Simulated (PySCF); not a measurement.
Electron correlation in S¹⁴⁺ (sulfur, charge +14)

1s2, closed-shell 1S. Calculation: PySCF 2.14, in an uncontracted even-tempered set (15 s from 9.6 bohr⁻², ratio 2.2; 7 p from 15 bohr⁻², ratio 2.4; 4 d from 44 bohr⁻², ratio 2.4; 3 f from 67 bohr⁻², ratio 2.4; 3 g from 100 bohr⁻², ratio 2.4); no relativity, point nucleus. Frozen: nothing; 2 electrons correlated; the 11 highest virtual orbitals of each spin left out.

With two correlated electrons CCSD is exact within the correlated space (frozen core and kept virtual orbitals).

```tsv
level	correlation energy (mhartree)
CCSD	-45.40
```

Diagnostics: T1 = 9.0e-06, D1 = 0.0000, largest double amplitude 0.002.

Cost of the coupled-cluster step: about 5 core-seconds, for 2 correlated electrons.

Iterations:

```
CC2 = 0
CCSD nocc = 1, nmo = 93
frozen orbitals [93, 94, 95, 96, 97, 98, 99, 100, 101, 102, 103]
max_cycle = 100
direct = 0
conv_tol = 1e-08
conv_tol_normt = 1e-06
diis_space = 8
diis_start_cycle = 0
Init t2, MP2 energy = -246.155626821079  E_corr(MP2) -0.0446669516489794
Init E_corr(CCSD) = -0.0446669516489794
cycle = 1  E_corr(CCSD) = -0.0453743740947724  dE = -0.000707422446  norm(t1,t2) = 0.000202473
cycle = 2  E_corr(CCSD) = -0.0453976276928618  dE = -2.32535981e-05  norm(t1,t2) = 7.24468e-06
cycle = 3  E_corr(CCSD) = -0.0453984045476507  dE = -7.76854789e-07  norm(t1,t2) = 2.83798e-07
cycle = 4  E_corr(CCSD) = -0.0453984031460206  dE = 1.4016301e-09  norm(t1,t2) = 2.95379e-09
CCSD converged
E(CCSD) = -246.1563582725759  E_corr = -0.04539840314602057
```
